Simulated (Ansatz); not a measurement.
`BCOC[SiH3]` + H₂ → `BCOC` + SiH₄ at 400 K and 1 bar (hydrogenolysis of a C–Si bond).

Isolated molecules relaxed with PBE0-D4/def2-TZVP in Ansatz; ΔE leaves out vibrations. CBS: MP2 limit from def2 TZ/QZ plus the TZ coupled-cluster correction, frozen cores. This one scheme is used for every species. One conformer a species, not always the lowest.

| species | CCSD(T)/CBS energy (Eh) | H − E (kJ/mol) | S (J/(mol·K)) |
| --- | --- | --- | --- |
| `BCOC[SiH3]` | -470.50580 | 310.7 | 403.4 |
| H₂ | -1.17544 | 38.0 | 139.0 |
| `BCOC` | -180.23463 | 262.3 | 332.7 |
| SiH₄ | -291.46306 | 96.9 | 218.6 |

H − E and S are ideal-gas, rigid-rotor, harmonic terms from PBE0-D4/def2-TZVP, for one conformer and one mirror image of each species. For small species the MP2-based limit differs from directly extrapolated CCSD(T) by up to some mEh (0.8 for H₂); such offsets cancel only in part. 1 Eh = 2625.50 kJ/mol, R = 8.31446 J/(mol·K).

Q: By hand: ΔE, ΔH, ΔS and ΔG.

A: ΔE = (-180.23463) + (-291.46306) − (-470.50580) − (-1.17544) = -0.01645 Eh = -43.2 kJ/mol. Δ(H − E) = 262.3 + 96.9 − 310.7 − 38.0 = 10.5, so ΔH = -32.7 kJ/mol. ΔS = 332.7 + 218.6 − 403.4 − 139.0 = 8.9 J/(mol·K). ΔG = -32.7 − 400 × (8.9)/1000 = -36.3 kJ/mol.

Q: By hand: the equilibrium constant, and the temperature at which ΔG would vanish if ΔH and ΔS stayed fixed.

A: log₁₀ K = −ΔG/(RT ln 10) = 4.7. ΔH and −TΔS have one sign here, so there is no such temperature.

The number of gas molecules stays the same, so ΔS is small and ΔH decides. A doubt of 5 kJ/mol in ΔE shifts log₁₀ K by 0.7 here. Other conformers and mirror images would add mixing entropy, several J/(mol·K) or more a flexible species. These are equilibria of isolated gas molecules and say nothing of rates. Largest T1 diagnostic: 0.012 (customary marks: 0.02 for closed shells, 0.045 for open ones).

ΔS is within the doubt of such terms, so its sign, and with it that verdict, could turn.
